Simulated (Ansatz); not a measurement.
`FCBCF` → `FBCF` + `[CH2]` (triplet) at 600 K and 1 bar (formal loss of a carbene).

Calculated with Ansatz (gas phase, PBE0-D4/def2-TZVP geometries, no zero-point term in ΔE). CCSD(T)/CBS adds triple-zeta CCSD(T) − MP2 to the extrapolated MP2 energy (def2 sets, frozen cores). This one scheme is used for every species. Triplets are unrestricted, without spin–orbit coupling. Each species was taken in one conformer, which may not be the lowest.

```
          species  CCSD(T)/CBS energy (Eh)  H − E (kJ/mol)  S (J/(mol·K))
          `FCBCF`               -303.45984           241.7          403.8
           `FBCF`               -264.27174           157.8          345.3
`[CH2]` (triplet)                -39.09499            66.5          220.8
```

H − E and S are ideal-gas, rigid-rotor, harmonic terms from PBE0-D4/def2-TZVP, for one conformer and one mirror image of each species, with the whole ground term of open shells counted as degenerate. 1 Eh = 2625.50 kJ/mol, R = 8.31446 J/(mol·K).

Task: By hand: ΔE, ΔH, ΔS and ΔG.

Result: ΔE = (-264.27174) + (-39.09499) − (-303.45984) = 0.09311 Eh = 244.5 kJ/mol. Δ(H − E) = 157.8 + 66.5 − 241.7 = -17.4, so ΔH = 227.1 kJ/mol. ΔS = 345.3 + 220.8 − 403.8 = 162.3 J/(mol·K). ΔG = 227.1 − 600 × (162.3)/1000 = 129.7 kJ/mol.

Task: By hand: the equilibrium constant, and the temperature at which ΔG would vanish if ΔH and ΔS stayed fixed.

Result: log₁₀ K = −ΔG/(RT ln 10) = -11.3. ΔG = 0 at ΔH/ΔS = 1399 K.

The number of gas molecules changes by +1, which sets the sign of ΔS. A doubt of 5 kJ/mol in ΔE shifts log₁₀ K by 0.4 here. Other conformers and mirror images would add mixing entropy, several J/(mol·K) or more a flexible species. A triplet takes part, so the spin changes. These are equilibria of isolated gas molecules and say nothing of rates. Largest T1 diagnostic: 0.012 (customary marks: 0.02 for closed shells, 0.045 for open ones).
